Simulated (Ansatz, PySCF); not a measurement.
HNSi, SMILES [SiH]#N.

The structure is a stationary point at B3LYP-D3(BJ)/def2-TZVPD.

Vertical ionisation energy (IE) and electron affinity (EA) in eV. Rows of orbital energies are one-electron estimates. Where ΔSCF, EOM or ADC give a negative EA the extra electron is unbound and the value depends on the basis.

```tsv
level	IE	EA
−ε(HOMO), −ε(LUMO), CAM-B3LYP/def2-TZVPD (PySCF)	9.06	1.26
−ε(HOMO), −ε(LUMO), ωB97X/def2-TZVPD (PySCF)	10.05	0.17
−ε(HOMO), −ε(LUMO), PBE/def2-TZVPD (PySCF)	6.73	3.12
EOM-CCSD/aug-cc-pVDZ (PySCF)	10.24	-0.08
ADC(2)/aug-cc-pVDZ (PySCF)	9.06	0.06
ΔSCF, ωB97X-V/def2-TZVPD (Ansatz), final states of multiplicity 2 and 2	9.92	0.22
ΔSCF, PBE/def2-TZVPD (Ansatz), final states of multiplicity 2 and 2	[?]	[?]
```

Problem. Some entries are withheld; supply them. (Estimate from the structure and the level; the computed values follow.)

Solution. 
- ΔSCF, PBE/def2-TZVPD (Ansatz, a quantum-chemistry and plane-wave program), final states of multiplicity 2 and 2, IE: 10.29
- ΔSCF, PBE/def2-TZVPD (Ansatz), final states of multiplicity 2 and 2, EA: 0.26

Problem. What vertical singlet–triplet gap does ΔSCF give with ωB97X-V/def2-TZVPD (Ansatz) and with PBE/def2-TZVPD (Ansatz)? (An estimate is asked for; the answer gives what the named calculation found.)

Solution. 2.86 and 3.08 eV (triplet above singlet where positive).

Problem. Beyond the first one, list the lowest photoelectron lines from ADC(2)/aug-cc-pVDZ in PySCF with their pole strengths (two spins summed). (An estimate is asked for; the answer gives what the named calculation found.)

Solution. 9.22 eV (1.63), 9.22 eV (1.63), 17.19 eV (1.74).
